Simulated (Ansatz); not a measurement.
Molecule: sum formula BiOF₂, charge -1, multiplicity 1. It need not be the lowest isomer of its formula. Whether it binds its extra electron was not tested at this geometry. 
Geometry from a B3LYP-D3(BJ)/def2-TZVP (Ansatz, an electronic-structure program) optimisation:
```
Bi
O 1 1.9287
F 1 2.1173 2 102.52
F 1 2.1173 2 102.52 3 -99.48
```
Charge -1, spin multiplicity 1.

Basis-set convergence of Hartree-Fock and CCSD(T) correlation energies (hartree) with Ansatz. Cores are frozen in the correlated levels unless marked. Spin-orbit coupling is left out. Frozen are the shells of the preceding noble gas and the d and f shells that filled before the atom's block. In def2 rows, elements after Kr have scalar-relativistic effective core potentials. This anion needs diffuse functions, which these sets lack.

```json
[
 {"basis": "def2-SVP", "functions": "68", "E(HF)": "-487.07898", "E(corr, CCSD(T))": "-0.68907"},
 {"basis": "def2-TZVPP", "functions": "143", "E(HF)": "[?]", "E(corr, CCSD(T))": "[?]"}
]
```

**Question.** Some entries are withheld; supply them.

**Answer.** 
- def2-TZVPP, E(HF): -487.47323
- def2-TZVPP, E(corr, CCSD(T)): -0.91599
